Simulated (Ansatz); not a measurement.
# A barrier at the coupled-cluster level

Start structure (AlSiH8O4, doublet), relaxed at PBE0-D4/def2-TZVP:

```xyz
14
angstrom
Al -1.5069 -0.0577 0.1644
O 0.0835 -0.4143 -0.5174
Si 0.6769 -1.1024 -1.8758
O -2.1847 1.4969 -0.1695
H 0.1169 0.4941 1.9744
O -0.8884 0.5206 1.8988
H 1.3549 0.0118 0.6734
O 1.6358 0.3306 1.5598
H -0.0741 -2.3352 -2.2384
H 0.6276 -0.1652 -3.0301
H 2.1001 -1.4690 -1.6289
H -2.9306 1.6149 -0.7541
H -1.1913 1.4332 1.9959
H 2.1804 -0.3583 1.9475
```

The step: AlSiH₄O₂ ([OH][Al][O][SiH3]) + H₂O + H₂O → AlH₂O₂ ([OH][Al][OH]) + SiH₄O ([OH][SiH3]) + H₂O (still joined by a long Al–O bond); bonds formed: O2–H7, H5–O8; dative contacts that become bonds: Al1–O6; bonds broken: H5–O6, H7–O8; bonds weakened to dative contacts: Al1–O2. Program: Ansatz 0.2.0. Basis: def2-TZVPP and def2-QZVPP. Cores are frozen in the correlated methods; orbitals are unrestricted. Extrapolation: Hartree–Fock as exp(−7.88 √X), correlation as X^−2.97. Energies below are by CCSD(T) at an estimated basis limit (MP2 extrapolated from triple and quadruple zeta, plus CCSD(T) − MP2 in triple zeta).

Problem. What are the electronic barrier and the energy of the step, from the start structure to the end structure? (An estimate is asked for; the value comes from the calculation.)

Solution. Computed: Barrier 10.31 kcal/mol; step energy 4.13 kcal/mol (uphill); reverse barrier, their difference, 6.18 kcal/mol. Barrier and step energy count from the start structure, the reverse barrier from the end structure.

The saddle point: One imaginary mode of 783i cm⁻¹.
```csv
pair,start (Å),saddle (Å),end (Å)
Al1–O6,1.93,1.82,1.77
O2–H7,1.79,1.24,1.02
H5–O8,1.58,1.11,0.99
Al1–O2,1.77,1.86,1.91
H5–O6,1.01,1.33,1.69
H7–O8,0.98,1.17,1.54
```

Zero-point energy (harmonic, PBE0-D4): ZPE is 59.14 kcal/mol at the start and 55.85 kcal/mol at the saddle, so the barrier goes from 10.31 to 7.03 kcal/mol.

The T1 diagnostic stays at or below 0.014. ⟨S²⟩ of the unrestricted Hartree–Fock references: 0.75 (a pure state has 0.75).

Labels in which every atom is bracketed show which atoms are joined, not bond orders.

For scale, one of the runs: CCSD(T)/def2-TZVPP, 320 basis functions, launched by `ansatz run in.yaml --threads 4 --pin off --events-out ev --progress --plain --max-ram 46080MiB --backend cuda --devices 0, --max-vram 37GiB`. Hardware: 4 CPU threads of an AMD EPYC 7R13 and a share of one NVIDIA H100, shared host. Wall time 30 s; peak host memory 0.89 GiB.
